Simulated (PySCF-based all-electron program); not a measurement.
Values are calculated unless marked as measured or tabulated.
# KF, singlet: squeezing and stretching

Method: all-electron DFT (in-house code on PySCF), basis-limit composite values; Koelling–Harmon scalar relativity, no spin–orbit coupling, spin-restricted. Forces are good to about 0.008 eV/Å. In part, the full relativistic part was added along one bond alone. A positive force pushes the atoms apart.

```tsv
r (Å)	LDA (eV/Å)	PBEsol (eV/Å)	PBE (eV/Å)	PBE0 (eV/Å)
1.953	–	–	2.772	–
1.9539	2.153	2.439	2.754	?
1.980	–	–	2.284	–
2.170	–	–	-0.036	–
2.171	-0.501	-0.269	-0.043	?
2.200	–	–	-0.254	–
2.3881	–	–	-1.133	–
```

(1) Fill in the missing PBE0 forces.

(2) Fit a Morse curve to the forces within 0.84 to 1.25 of the listed length with the smallest force. Where does the force vanish, what is the force constant, and what harmonic wavenumber follows with standard atomic masses?

(3) At 2.171 Å, order the functionals from the one that pulls the atoms together most to the one that pushes them apart most.

## Answers

(1) 1.9539 Å: 2.745 eV/Å; 2.171 Å: -0.109 eV/Å.

(2) PBE: 2.166 Å, 8.2 eV/Å², about 420 cm⁻¹. The points are far apart, so these are estimates.

(3) LDA (-0.501), PBEsol (-0.269), PBE0 (-0.109), PBE (-0.043).
